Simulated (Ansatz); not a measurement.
```yaml
crystal:
  periodic: [false, false, false]
  atoms:
    - {symbol: O, position_ang: [2.070082, 1.300920, 0.074534]}
    - {symbol: Ga, position_ang: [1.527534, -0.335796, 0.448807]}
    - {symbol: Cl, position_ang: [2.910214, -1.631029, 1.262992]}
    - {symbol: O, position_ang: [-0.230912, -0.939161, 0.163158]}
    - {symbol: Si, position_ang: [-1.514256, -0.326371, -0.145392]}
    - {symbol: H, position_ang: [1.210087, 1.768209, -0.383793]}
    - {symbol: H, position_ang: [-1.523309, 1.131870, -0.697605]}
    - {symbol: H, position_ang: [-2.112587, -0.941856, -1.366791]}
    - {symbol: H, position_ang: [-2.559323, -0.285478, 0.858821]}
basis:
  gaussian: {orbitals: def2-mTZVPP}
total_charge: -1
magnetization: {spin_polarized: false, initial_magnetization: 1}
hamiltonian: {xc: {name: wB97}}
```

```sh
$ ansatz run in.yaml --threads 4 --pin off --events-out ev --progress --plain --max-ram 10444MiB
```

Output, abridged:

```
Functional definition: wB97
1415 factors; their error is unknown
552 factors; integrals over basis functions are off by at most 8.1e-6 eV
mean field evaluation 1: about -76940.8191 eV, gradient 5.2e1 eV
mean field evaluation 2: about -76938.9739 eV, gradient 6.6e1 eV
mean field evaluation 4: about -76945.2762 eV, gradient 2.0e0 eV
mean field evaluation 8: about -76945.2885 eV, gradient 9.5e-2 eV
mean field evaluation 16: about -76945.2651 eV, gradient 1.2e-3 eV
mean field -76945.26507836 eV, -2827.6863362557 hartree, gradient 2.8e-5 eV, S^2 0.750000; 2 other end points of the search recorded, 0 dependent functions left out
reference -76945.26506879 eV, -2827.6863359040 hartree; 42, 41 occupied and 116, 117 virtual orbitals, 1415 factors
Total energy: -76945.26506879 eV, -2827.6863359040 hartree
```

Hardware: 4 threads of an Arm Neoverse V2 on a shared host. Wall time 14 s, peak host memory 0.59 GiB.
